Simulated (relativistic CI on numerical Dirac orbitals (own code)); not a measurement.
# One change at a time: Tb⁴¹⁺

Base calculation: Dirac-Coulomb-Breit CI, orbitals from a KLI potential per configuration, model QED, unscaled Slater integrals.

Configuration list (outside the closed core [Ne]): 3s²3p⁶3d⁶, 3s²3p⁵3d⁷, 3s²3p⁴3d⁸, 3s3p⁶3d⁷, 3p⁶3d⁸, 3s3p⁵3d⁸, 3s²3p⁶3d⁵4s, 3s²3p⁶3d⁵4p, 3s²3p⁴3d⁷4s, 3s²3p⁶3d⁵4d, 3s²3p⁴3d⁷4p, 3s²3p⁵3d⁶4s, 3s²3p⁶3d⁵4f, 3s²3p⁴3d⁷4d, 3s3p⁵3d⁷4s, 3s²3p⁵3d⁶4p, 3s²3p⁵3d⁶4d, 3s²3p⁶3d⁴4s², 3s3p⁶3d⁶4s, 3p⁶3d⁷4s, 3p⁶3d⁷4p, 3s²3p⁶3d⁵5s, 3p⁶3d⁷4d, 3s3p⁶3d⁵4s². Levels of other configurations are missing.

Variants: (1) only the first 3 configurations. Shifts of the energy above 3s²3p⁶3d⁶ ⁵D4, in cm⁻¹, for the lowest level and the first level of each name with at least 55 % of one term (blank where a level changes its place among those of its configuration and J or its character, or is not in the variant):

| Level | Base | Δ(1) |
| --- | --- | --- |
| 3s²3p⁶3d⁶ ⁵D4 | 0 | 0 |
| 3s²3p⁶3d⁶ ⁵D3 | 249702 | -204 |
| 3s²3p⁶3d⁶ ³G5 | 327064 | -830 |
| 3s²3p⁶3d⁶ ³H6 | 328364 | -1453 |
| 3s²3p⁶3d⁶ ⁵D0 | 568517 | -664 |
| 3s²3p⁶3d⁶ ³H5 | 622735 | -964 |
| 3s²3p⁶3d⁶ ¹I6 | 650145 | -1826 |
| 3s²3p⁶3d⁶ ³F4 | 813305 | +404 |
| 3s²3p⁶3d⁶ ¹D2 | 946885 | +1608 |
| 3s²3p⁶3d⁶ ¹S0 | 1045195 | +1546 |
| 3s²3p⁵3d⁷ ⁵G°6 | 2427394 | -817 |
| 3s²3p⁵3d⁷ ³P°0 | 2504771 | +10942 |
| 3s²3p⁵3d⁷ ³D°3 | 2510220 | +8385 |
| 3s²3p⁵3d⁷ ⁵G°5 | 2730390 | +654 |
| 3s²3p⁵3d⁷ ³H°6 | 2784830 | -75 |
| 3s²3p⁵3d⁷ ³I°7 | 2888675 | -988 |

At this charge energies of transitions that change n are usually good to better than 1 %, and those within a shell (Δn = 0) to a few per cent.

Ionisation energy from the two ground configurations alone: base 3189.14 eV. The NIST ASD value (theoretical) is 3189 eV.

LS names give the leading component of a level, which can be under half, so a name can repeat, a term be missing and a line seem to break the LS rules.
